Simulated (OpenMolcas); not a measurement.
Computed levels of 3d in ions with 19 electrons, in cm-1 above 2D 3/2.

| Item | Value |
| --- | --- |
| Program | OpenMolcas 26.06 |
| Method | SS-CASPT2, IPEA 0.25 Eh, imaginary shift 0.1 Eh |
| Basis | ANO-RCC-VTZP |
| Scalar Hamiltonian | DKH2, point nucleus |
| Spin-orbit coupling | RASSI with atomic mean-field integrals over the reference wave functions, term energies averaged over their components |

Active space for each ion: 1 electron in 10 orbitals (3d 4d); closed shells correlated by CASPT2: 3s 3p.

| Level | V4+ | Cr5+ | Fe7+ |
| --- | --- | --- | --- |
| 2D 5/2 | 612 | 923 | 1808 |

Problem. Estimate 2D 5/2 for Mn6+ from its neighbours Cr5+ and Fe7+.

Solution. 2D 5/2 is fine structure, which grows about as the fourth power of a screened charge, so the fourth roots are averaged: ((923^0.25 + 1808^0.25) / 2)^4 = 1310. The calculation gives 1329, so the estimate is off by -1.4 %; the measured value is 1350 (Corliss and Sugar, J. Phys. Chem. Ref. Data 6, 1253 (1977)).

Term energies are means over components that CASPT2 splits; among the terms shown or strongly mixed into the levels shown the widest spread is 14 cm-1 (3d 2D, Fe7+). With one active electron outside closed inactive shells, the extra shells (4d) add no correlation to the reference. With one active electron, CASPT2 adds the correlation within the correlated inactive shells and between them and that electron, and leaves the splitting within a term as the reference gives it. Measured partners are found by configuration, term and J. A level has none where our copy of the source lacks it or the pairing is in doubt (some pairs that miss far off the trend of their configuration count as doubtful), and it then counts in no deviation. Only configurations of the active space appear.
